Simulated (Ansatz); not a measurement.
Reaction (formal exchange of groups at a Ta–Cl bond): `[NH]=[Ta]([Cl])([Cl])[Cl]` + CH₄ → `[CH3][Ta](=[NH])([Cl])[Cl]` + HCl

Program: Ansatz. Geometries: PBE0-D4/def2-TZVP. ΔE: electronic, gas phase. CCSD(T)/CBS adds triple-zeta CCSD(T) − MP2 to the extrapolated MP2 energy (def2 sets, frozen cores). This one scheme is used for every species. Functionals use def2-TZVPP. B3LYP here is the variant with VWN-RPA as its local correlation; programs differ in this. HSE06 is defined as in plane-wave codes. def2 core potentials past Kr. For Ta outer-core shells are correlated without core-valence functions, which leaves a few kJ/mol of doubt a bond. One conformer a species, not always the lowest.

(1) Is it downhill or uphill in electronic energy at CCSD(T)/CBS, and by how much? (Estimate.)

(2) What do these levels give: PBE-D4, BLYP-D4, r2SCAN-D4, HSE06-D4, CAM-B3LYP-D4, B2PLYP, BLYP, B3LYP, CCSD/def2-SVP, CCSD(T)/def2-TZVPP, HF/def2-QZVPP, MP2/CBS(def2)? (Best estimate.)

Largest T1 diagnostic among the species: 0.017.

Results:

(1) Ansatz gave: Uphill: ΔE = +169.5 kJ/mol.

(2) Ansatz gave: PBE-D4 171.5, BLYP-D4 175.3, r2SCAN-D4 177.4, HSE06-D4 172.4, CAM-B3LYP-D4 173.9, B2PLYP 178.3, BLYP 175.9, B3LYP 176.2, CCSD/def2-SVP 173.6, CCSD(T)/def2-TZVPP 168.5, HF/def2-QZVPP 180.3, MP2/CBS(def2) 179.0 kJ/mol.

At CCSD(T), def2-SVP lies +6.2 kJ/mol from the extrapolated value and def2-TZVPP −1.0 kJ/mol. Leaving LDA and LC-ωPBE aside and taking each functional with its dispersion term where it has one, the values, not all of them listed here, spread over 10.8 kJ/mol, from ωB97M-V to B97M-V. LDA lies −4.4 kJ/mol from PBE without D4.
